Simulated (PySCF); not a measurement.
BF, SMILES [B]F (connectivity only; charge and spin as stated), charge +1, multiplicity 2. Geometry optimised at B3LYP-D3(BJ)/def2-TZVPD.

All values below come from B3LYP-D3(BJ)/def2-TZVPD (PySCF).

Harmonic wavenumbers (cm⁻¹): 1699. Rotational constants (GHz): 49.70 (linear); symmetry number 1.

Q: Work out the zero-point energy and the ideal-gas rigid-rotor harmonic-oscillator thermochemistry at 298.15 K and 1 atm.

A: ZPE = ½ Σ hcν = ½ × 1699 cm⁻¹ = 10.16 kJ/mol. H − E(el) = 18.84 kJ/mol. Entropy in J/(mol K): translation 151.08, rotation 48.46, vibration 0.02, spin 5.76, total 205.33. G − E(el) = -42.38 kJ/mol. Cp = 29.25 J/(mol K).
